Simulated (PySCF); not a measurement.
## S²⁺: ionisation energy

S²⁺ [Ne] 3s2 3p2 (3P) → S³⁺ [Ne] 3s2 3p1 (2P), as a difference of total energies. All numbers are calculated (PySCF 2.14, no relativity, point nucleus, in def2-TZVPPD (6s6p4d1f, 51 functions)). Correlated levels: valence: [Ne] frozen. The calculations carry no spin-orbit coupling.

```
           method  ionisation energy (eV)
              UHF                  34.159
    MP2 (valence)                  34.635
SCS-MP2 (valence)                  34.539
   CCSD (valence)                  34.679
CCSD(T) (valence)                  34.711
```

A first-order spin-orbit estimate (lowest level to lowest level, LS coupling) adds -0.009 eV.

Errors of the correlated levels include the incompleteness of this basis and the frozen core.

Task: Which method comes closest to the reference value, and which is furthest?

Result: The reference is 34.86 ± 0.04 eV (semi-empirical (NIST evaluation); NIST Atomic Spectra Database, ionization energies). Closest: CCSD(T) (valence) (error -0.158 eV); furthest: UHF (error -0.711 eV), both after the spin-orbit estimate.
